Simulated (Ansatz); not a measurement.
`CC1=N[CH]1[SnH3]`, relaxed with RKS PBE0-D4/def2-TZVP in Ansatz from a PBE-D4/def2-SVP geometry. The force threshold is 0.005 eV/Å; the program also tests the step.

Charge 0, multiplicity 1. Sn takes the def2 core potential.

Start:

```xyz
12

C     1.682    0.689   -1.205
C     0.332    0.128   -1.014
N    -0.849    0.213   -1.466
C    -0.553   -0.777   -0.287
Sn   -1.382   -0.323    1.671
H     1.693    1.434   -2.025
H     2.405   -0.123   -1.430
H     2.027    1.169   -0.265
H    -0.554   -1.849   -0.571
H    -3.059   -0.739    1.736
H    -1.195    1.376    1.944
H    -0.547   -1.198    2.913
```

```csv
step,energy (eV),largest force (eV/Å),largest move (Å)
1,-10540.2076,1.287,0.000
2,-10540.2601,0.402,0.064
3,-10540.2687,0.071,0.024
4,-10540.2690,0.047,0.009
5 (rejected),-10540.2689,0.051,0.011
6,-10540.2691,0.020,0.005
7 (rejected),-10540.2691,0.031,0.023
8,-10540.2692,0.005,0.011
9,-10540.2692,0.036,0.023
10,-10540.2693,0.037,0.018
11,-10540.2694,0.024,0.009
12,-10540.2695,0.009,0.036
13,-10540.2696,0.011,0.023
14,-10540.2696,0.008,0.015
15,-10540.2696,0.007,0.007
16,-10540.2696,0.005,0.009
```

End:

```xyz
12

C     1.647    0.708   -1.202
C     0.325    0.108   -1.002
N    -0.835    0.134   -1.456
C    -0.525   -0.798   -0.258
Sn   -1.363   -0.319    1.652
H     1.626    1.427   -2.022
H     2.382   -0.072   -1.414
H     1.965    1.209   -0.283
H    -0.480   -1.858   -0.513
H    -3.047   -0.595    1.658
H    -1.052    1.332    1.967
H    -0.642   -1.276    2.874
```

Run time 39 s (4 threads of a server CPU on a shared host); peak host memory 0.64 GiB.
